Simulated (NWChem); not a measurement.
System: SiH₂SO, singlet; SMILES O[Si]S

Here is an NWChem input.

```
start job
memory heap 200 mb stack 900 mb global 1100 mb
geometry units angstroms noautosym nocenter noautoz
  Si    -0.691607    -0.698668     0.000000
  O      0.693108    -1.623579     0.000000
  H      1.580071    -1.229143     0.000000
  S      0.207022     1.312282     0.000000
  H     -0.955040     1.999747     0.000000
end
basis spherical
  Si library cc-pvtz
  O library cc-pvtz
  H library cc-pvtz
  S library cc-pvtz
end
dft
  xc pbe0
  iterations 150
end
property
  efieldgrad
end
task dft property
```

Parts of the log:

```
             Northwest Computational Chemistry Package (NWChem) 7.3.0
             --------------------------------------------------------

                             Geometry "geometry" -> ""
                             -------------------------

 Output coordinates in angstroms (scale by  1.889725989 to convert to a.u.)

  No.       Tag          Charge          X              Y              Z
 ---- ---------------- ---------- -------------- -------------- --------------
    1 Si                  14.0000    -0.69160700    -0.69866800     0.00000000
    2 O                    8.0000     0.69310800    -1.62357900     0.00000000
    3 H                    1.0000     1.58007100    -1.22914300     0.00000000
    4 S                   16.0000     0.20702200     1.31228200     0.00000000
    5 H                    1.0000    -0.95504000     1.99974700     0.00000000

 Effective nuclear repulsion energy (a.u.)     132.8336969069

                              NWChem Property Module
                              ----------------------

  itol2e modified to match energy
  convergence criterion.

                                 NWChem DFT Module
                                 -----------------

 Summary of "ao basis" -> "ao basis" (spherical)
 ------------------------------------------------------------------------------
       Tag                 Description            Shells   Functions and Types
 ---------------- ------------------------------  ------  ---------------------
 Si                         cc-pvtz                 12       34   5s4p2d1f
 O                          cc-pvtz                 10       30   4s3p2d1f
 H                          cc-pvtz                  6       14   3s2p1d
 S                          cc-pvtz                 12       34   5s4p2d1f

  itol2e modified to match energy
  convergence criterion.

            General Information
            -------------------
          SCF calculation type: DFT
          Wavefunction type:  closed shell.
          No. of atoms     :     5
          No. of electrons :    40
           Alpha electrons :    20
            Beta electrons :    20
          Charge           :     0
          Spin multiplicity:     1
          Use of symmetry is: off; symmetry adaption is: off
          Maximum number of iterations: 150
          AO basis - number of functions:   126
                     number of shells:    46
          Convergence on energy requested:  1.00D-07
          Convergence on density requested:  1.00D-05
          Convergence on gradient requested:  5.00D-04

              XC Information
              --------------
                         PBE0 Method XC Functional
                     Hartree-Fock (Exact) Exchange  0.250
          PerdewBurkeErnzerhof Exchange Functional  0.750
            Perdew 1991 LDA Correlation Functional  1.000 local
           PerdewBurkeErnz. Correlation Functional  1.000 non-local

             Grid Information
             ----------------
          Grid used for XC integration:  fine
          Radial quadrature: Mura-Knowles
          Angular quadrature: Lebedev.
          Tag              B.-S. Rad. Rad. Pts. Rad. Cut. Ang. Pts.
          ---              ---------- --------- --------- ---------
          Si                  1.10      123          10.0       770
          O                   0.60       70          11.0       590
          H                   0.35       60          12.0       590
          S                   1.00      123          10.0       770
          Grid pruning is: on
          Number of quadrature shells:   436
          Spatial weights used:  Erf1

      Superposition of Atomic Density Guess
      -------------------------------------

 Sum of atomic energies:        -762.10816304

      Non-variational initial energy
      ------------------------------

 Total energy =    -762.676846
 1-e energy   =   -1318.466905
 2-e energy   =     422.956362
 HOMO         =      -0.253379
 LUMO         =      -0.027846

   convergence    iter        energy       DeltaE   RMS-Dens  Diis-err
 ---------------- ----- ----------------- --------- --------- ---------
 d= 0,ls=0.0,diis     1   -763.8079189342 -8.97D+02  6.55D-03  7.11D-01
 d= 0,ls=0.0,diis     2   -763.7246548909  8.33D-02  3.75D-03  1.50D+00
 d= 0,ls=0.0,diis     3   -763.8715136598 -1.47D-01  8.26D-04  5.28D-02
 d= 0,ls=0.0,diis     4   -763.8752541492 -3.74D-03  4.38D-04  6.29D-03
 d= 0,ls=0.0,diis     5   -763.8761913202 -9.37D-04  9.93D-05  3.80D-04
  Resetting Diis
 d= 0,ls=0.0,diis     6   -763.8762472969 -5.60D-05  1.85D-05  7.38D-06
 d= 0,ls=0.0,diis     7   -763.8762484327 -1.14D-06  6.95D-06  6.37D-07
 d= 0,ls=0.0,diis     8   -763.8762484508 -1.81D-08  3.50D-06  5.57D-07

         Total DFT energy =     -763.876248450836
      One electron energy =    -1320.724202528959
           Coulomb energy =      479.581260210499
    Exchange-Corr. energy =      -55.567003039270
 Nuclear repulsion energy =      132.833696906894

 Numeric. integr. density =       39.999999974085

                       DFT Final Molecular Orbital Analysis
                       ------------------------------------

 Vector   18  Occ=2.000000D+00  E=-3.689600D-01
              MO Center=  1.9D-01, -6.9D-01,  4.8D-10, r^2= 3.0D+00
   Bfn.  Coefficient  Atom+Function         Bfn.  Coefficient  Atom+Function
  ----- ------------  ---------------      ----- ------------  ---------------
    43      0.316819  2 O  py                40      0.265129  2 O  py
    46      0.239930  2 O  py                88      0.222676  4 S  py
     3     -0.180291  1 Si s                  9      0.160129  1 Si px
     5     -0.158999  1 Si s                 10     -0.142771  1 Si py
    94      0.097965  4 S  py                87      0.093927  4 S  px

 Vector   19  Occ=2.000000D+00  E=-2.894571D-01
              MO Center=  1.3D-01,  1.0D+00, -5.5D-10, r^2= 2.0D+00
   Bfn.  Coefficient  Atom+Function         Bfn.  Coefficient  Atom+Function
  ----- ------------  ---------------      ----- ------------  ---------------
    89      0.496868  4 S  pz                95      0.357086  4 S  pz
    92      0.208978  4 S  pz                44     -0.108839  2 O  pz
    11      0.102410  1 Si pz                47     -0.096964  2 O  pz
    41     -0.090386  2 O  pz                17      0.063032  1 Si pz
    19      0.047499  1 Si d -1              24      0.034712  1 Si d -1

 Vector   20  Occ=2.000000D+00  E=-2.586618D-01
              MO Center= -6.9D-01, -2.2D-01,  1.8D-10, r^2= 3.4D+00
   Bfn.  Coefficient  Atom+Function         Bfn.  Coefficient  Atom+Function
  ----- ------------  ---------------      ----- ------------  ---------------
     5      0.391464  1 Si s                  3      0.325368  1 Si s
     9     -0.292466  1 Si px                88      0.269754  4 S  py
    94      0.197707  4 S  py                15     -0.190912  1 Si px
    87      0.189643  4 S  px                93      0.160791  4 S  px
    10     -0.155105  1 Si py                91      0.113842  4 S  py

 Vector   21  Occ=0.000000D+00  E=-6.483186D-02
              MO Center= -6.5D-01, -5.2D-01, -5.4D-10, r^2= 3.2D+00
   Bfn.  Coefficient  Atom+Function         Bfn.  Coefficient  Atom+Function
  ----- ------------  ---------------      ----- ------------  ---------------
    17      0.614003  1 Si pz                11      0.485932  1 Si pz
    95     -0.251325  4 S  pz                47     -0.189551  2 O  pz
    89     -0.176149  4 S  pz                44     -0.142301  2 O  pz
    41     -0.124709  2 O  pz                92     -0.085806  4 S  pz
    14      0.067405  1 Si pz                21      0.047359  1 Si d  1

 Vector   22  Occ=0.000000D+00  E=-3.041162D-03
              MO Center=  1.3D-01, -1.8D-01,  4.8D-10, r^2= 5.4D+00
   Bfn.  Coefficient  Atom+Function         Bfn.  Coefficient  Atom+Function
  ----- ------------  ---------------      ----- ------------  ---------------
   115     -0.663934  5 H  s                 67     -0.629988  3 H  s
    16      0.612613  1 Si py                94      0.528273  4 S  py
    38      0.479041  2 O  s                  5      0.319637  1 Si s
    10      0.268435  1 Si py               114     -0.194419  5 H  s
    45      0.178085  2 O  px                66     -0.173045  3 H  s

 Vector   23  Occ=0.000000D+00  E= 2.324043D-02
              MO Center= -7.9D-01,  8.9D-01, -2.4D-10, r^2= 5.3D+00
   Bfn.  Coefficient  Atom+Function         Bfn.  Coefficient  Atom+Function
  ----- ------------  ---------------      ----- ------------  ---------------
    83      1.251077  4 S  s                115     -1.190863  5 H  s
    93     -0.806070  4 S  px                16     -0.725014  1 Si py
     5     -0.321683  1 Si s                 87     -0.291671  4 S  px
   114     -0.223278  5 H  s                 10     -0.212776  1 Si py
    81      0.145773  4 S  s                 67     -0.133103  3 H  s

     Multipole analysis of the density
     ---------------------------------

     L   x y z        total         alpha         beta         nuclear
     -   - - -        -----         -----         ----         -------
     0   0 0 0     -0.000000    -20.000000    -20.000000     40.000000

     1   1 0 0      0.114235      0.246327      0.246327     -0.378420
     1   0 1 0      0.190129      1.042637      1.042637     -1.895146
     1   0 0 1     -0.000000     -0.000000     -0.000000      0.000000

     2   2 0 0    -22.146616    -37.203015    -37.203015     52.259414
     2   1 1 0     -2.499710      1.862158      1.862158     -6.224026
     2   1 0 1      0.000000      0.000000      0.000000      0.000000
     2   0 2 0    -25.843824   -121.812793   -121.812793    217.781761
     2   0 1 1      0.000000      0.000000      0.000000      0.000000
     2   0 0 2    -24.189571    -12.094785    -12.094785      0.000000

          -----------------------
          Electric field gradient
          -----------------------

 1 a.u. = 0.324123 10**(16) esu/cm**3  ( or statvolts/cm**2 ) = 0.97174 10**(22) v/m**2

 ------------------------------------------------------------
   Atom      X         Y         Z
 ------------------------------------------------------------
    1 Si  -1.30695  -1.32029   0.00000
 ------------------------------------------------------------

 Electric field gradient in molecular frame (a.u.)
         XX             YY             ZZ             XY             XZ             YZ
 ------------------------------------------------------------------------------------------
        1.181551       0.065646      -1.247197       0.129238      -0.000000      -0.000000

 Principal components (a.u.) and orientation
 of principal axis w.r.t. absolute frame                      Asymmetry parameter eta
 --------------------------------------------------------------------------------------
       -1.247197       1.196323       0.050874                       0.918419

        0.000000       0.993531      -0.113562
        0.000000       0.113562       0.993531
        1.000000      -0.000000      -0.000000

 ------------------------------------------------------------
   Atom      X         Y         Z
 ------------------------------------------------------------
    2 O    1.30978  -3.06812   0.00000
 ------------------------------------------------------------

 Electric field gradient in molecular frame (a.u.)
         XX             YY             ZZ             XY             XZ             YZ
 ------------------------------------------------------------------------------------------
       -1.216878       0.560366       0.656512      -0.304467       0.000000       0.000000

 Principal components (a.u.) and orientation
 of principal axis w.r.t. absolute frame                      Asymmetry parameter eta
 --------------------------------------------------------------------------------------
       -1.267590       0.656512       0.611079                       0.035842

        0.986411      -0.000000      -0.164298
        0.164298       0.000000       0.986411
       -0.000000       1.000000      -0.000000

 ------------------------------------------------------------
   Atom      X         Y         Z
 ------------------------------------------------------------
    3 H    2.98590  -2.32274   0.00000
 ------------------------------------------------------------

 Electric field gradient in molecular frame (a.u.)
         XX             YY             ZZ             XY             XZ             YZ
 ------------------------------------------------------------------------------------------
       -0.343425       0.112371       0.231054      -0.244359      -0.000000      -0.000000

 Principal components (a.u.) and orientation
 of principal axis w.r.t. absolute frame                      Asymmetry parameter eta
 --------------------------------------------------------------------------------------
       -0.449666       0.231054       0.218612                       0.027670

        0.917073      -0.000000      -0.398719
        0.398719       0.000000       0.917073
        0.000000       1.000000      -0.000000

 ------------------------------------------------------------
   Atom      X         Y         Z
 ------------------------------------------------------------
    4 S    0.39121   2.47985   0.00000
 ------------------------------------------------------------

 Electric field gradient in molecular frame (a.u.)
         XX             YY             ZZ             XY             XZ             YZ
 ------------------------------------------------------------------------------------------
       -0.561169      -0.594001       1.155170       0.947618       0.000000      -0.000000

 Principal components (a.u.) and orientation
 of principal axis w.r.t. absolute frame                      Asymmetry parameter eta
 --------------------------------------------------------------------------------------
       -1.525345       1.155170       0.370175                       0.514634

       -0.700956       0.000000       0.713204
        0.713204      -0.000000       0.700956
        0.000000       1.000000      -0.000000

 ------------------------------------------------------------
   Atom      X         Y         Z
 ------------------------------------------------------------
    5 H   -1.80476   3.77897   0.00000
 ------------------------------------------------------------

 Electric field gradient in molecular frame (a.u.)
         XX             YY             ZZ             XY             XZ             YZ
 ------------------------------------------------------------------------------------------
       -0.139252       0.018671       0.120580       0.145123      -0.000000      -0.000000

 Principal components (a.u.) and orientation
 of principal axis w.r.t. absolute frame                      Asymmetry parameter eta
 --------------------------------------------------------------------------------------
       -0.225504       0.120580       0.104924                       0.069430

        0.859632      -0.000000       0.510913
       -0.510913      -0.000000       0.859632
       -0.000000       1.000000       0.000000
```

Level: PBE0/cc-pVTZ. Low-valent species are run as closed-shell singlets; no triplet was tried in these runs. Structure relaxed at the B3LYP/6-31G* (spherical d) level. NWChem prints the field gradient with the sign opposite to the second derivative of the potential.
